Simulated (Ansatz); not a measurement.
CHBINO, relaxed with RKS PBE-D4/def2-SVP in Ansatz from a rough embedded geometry. The force threshold is 0.03 eV/Å; the program also tests the step.

Charge 0, multiplicity 1. I takes the def2 core potential. The bonds changed during the relaxation, so this is another structure than the one it started from.

Start:

```xyz
6

I    -0.638   -2.767   -0.979
B    -0.180   -0.790   -0.262
N     0.880    0.203   -0.480
C     0.242    1.120    0.401
O    -0.806    0.165    0.617
H     0.502    2.069    0.703
```

| step | energy (eV) | largest force (eV/Å) | largest move (Å) |
| --- | --- | --- | --- |
| 1 | -13355.5784 | 11.930 | 0.000 |
| 2 | -13357.2959 | 4.730 | 0.198 |
| 3 | -13357.4382 | 1.047 | 0.074 |
| 4 | -13357.5171 | 0.392 | 0.057 |
| 5 | -13357.5308 | 0.325 | 0.025 |
| 6 | -13357.5353 | 0.320 | 0.033 |
| 7 (rejected) | -13357.5345 | 0.485 | 0.015 |
| 8 | -13357.5376 | 0.063 | 0.007 |
| 9 | -13357.5377 | 0.017 | 0.006 |

End:

```xyz
6

I    -0.654   -2.625   -0.882
B    -0.146   -0.685   -0.252
N     0.994    0.255   -0.535
C     0.278    0.940    0.289
O    -0.862    0.162    0.649
H     0.390    1.952    0.732
```

Run time 54 s (2 threads of an Intel Xeon on a shared host); peak host memory 0.18 GiB.
